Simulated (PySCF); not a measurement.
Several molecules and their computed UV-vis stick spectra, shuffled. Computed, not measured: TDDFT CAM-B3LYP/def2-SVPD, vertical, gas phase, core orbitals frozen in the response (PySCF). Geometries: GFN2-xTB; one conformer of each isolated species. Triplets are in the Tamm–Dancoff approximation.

A. `C=NC1=CC=CC=C1S`
B. `CC[C@H](C)C(=O)Cl`
C. `C(C(=O)Cl)(C)(C)C`
D. `N#CC1=CSC(C(=O)F)=C1`

Lowest singlet levels (six at most, fewer where fewer were computed) with oscillator strengths:

1. 245 nm (f 0.001); 183 nm (f 0.000); 175 nm (f 0.008); 157 nm (f 0.057); 155 nm (f 0.043); 152 nm (f 0.050); T1 4.54 eV
2. 253 nm (f 0.108); 233 nm (f 0.131); 230 nm (f 0.000); 194 nm (f 0.616); 192 nm (f 0.000); 184 nm (f 0.001); T1 3.30 eV
3. 243 nm (f 0.000); 184 nm (f 0.000); 175 nm (f 0.007); 157 nm (f 0.004); 156 nm (f 0.076); 152 nm (f 0.003); T1 4.59 eV
4. 315 nm (f 0.068); 275 nm (f 0.010); 240 nm (f 0.118); 224 nm (f 0.012); 221 nm (f 0.369); 211 nm (f 0.042); T1 3.10 eV

Question: Which spectrum belongs to which structure?

Answer: 1 = B, 2 = D, 3 = C, 4 = A.
- A: S1 at 3.93 eV, HOMO→LUMO (79%), HOMO-2→LUMO (10%); Löwdin shares by element: HOMO sulfur 40%, carbon 34% or more (atoms not listed hold the other 26%); LUMO carbon 43% or more, nitrogen 21% (atoms not listed hold the other 36%); HOMO -7.34 and LUMO -0.55 eV.
- B: S1 at 5.07 eV, HOMO→LUMO (95%); S1 has the pattern of n→π* at C=O; HOMO -9.78 and LUMO 0.11 eV.
- C: S1 at 5.11 eV, HOMO→LUMO (96%); S1 has the pattern of n→π* at C=O; HOMO -9.78 and LUMO 0.15 eV; point group Cs, 2 of its 6 listed states under f = 0.0005.
- D: S1 at 4.91 eV, HOMO→LUMO (91%); Löwdin shares by element: HOMO carbon 53% or more, nitrogen 13% (atoms not listed hold the other 34%); LUMO carbon 44% or more, sulfur 17% (atoms not listed hold the other 39%); HOMO -9.55 and LUMO -1.87 eV; point group Cs, 2 of its 6 listed states under f = 0.0005.
B and C have S1 within 0.05 eV of each other; their strongest listed levels stand at 7.91 eV (f 0.057) and 7.95 eV (f 0.076).
